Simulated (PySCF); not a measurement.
**The second ionisation energy along group 15**

Calculated with PySCF 2.14 from differences of total energies of unrestricted determinants, without spin-orbit coupling. Values in eV. The last column holds reference values (NIST; (s) semi-empirical, (t) theoretical, else measured). Unmarked ones compare directly (S terms, centres of terms, or small fine structure); those marked * lie between the lowest fine-structure levels and include a spin-orbit shift.

| element | configurations | MP2 (valence) | SCS-MP2 (valence) | CCSD (valence) | CCSD(T) (valence) | LDA | PBE | reference |
| --- | --- | --- | --- | --- | --- | --- | --- | --- |
| N (aug-cc-pVTZ, non-relativistic) | [He] 2s2 2p2 → [He] 2s2 2p1 | 29.612 | 29.476 | n/a | n/a | 30.040 | 29.887 | 29.601 (s) * |
| P (aug-cc-pV(T+d)Z, non-relativistic) | [Ne] 3s2 3p2 → [Ne] 3s2 3p1 | 19.615 | 19.525 | 19.653 | 19.689 | 19.817 | 19.783 | 19.769 (s) * |
| Sb (aug-cc-pVTZ-PP with ECP28MDF, ECP) | [Kr] 4d10 5s2 5p2 → [Kr] 4d10 5s2 5p1 | 16.326 | 16.263 | 16.361 | 16.384 | 16.654 | 16.467 | 16.626 ± 0.025 * |
| Bi (aug-cc-pVTZ-PP with ECP60MDF, ECP) | [Xe] 4f14 5d10 6s2 6p2 → [Xe] 4f14 5d10 6s2 6p1 | 15.581 | 15.523 | 15.618 | 15.633 | 15.985 | 15.767 | 16.703 * |

Q: Fill in the row of As (aug-cc-pVTZ-PP with ECP10MDF, ECP) ([Ar] 3d10 4s2 4p2 → [Ar] 3d10 4s2 4p1).

A: MP2 (valence) 18.357; SCS-MP2 (valence) 18.282; CCSD (valence) 18.388; CCSD(T) (valence) 18.413; LDA 18.579; PBE 18.430; reference 18.589 * (eV).

For Bi a determinant mixes LS terms or the coupling is close to jj, so these rows are model values.

"Valence" correlates the outer s and p shells and, in groups 3 to 12 and the f block, the outer d or f shell, open or full, or the next shell where the ion has no valence electron left; the wider scheme adds the next inner shell.
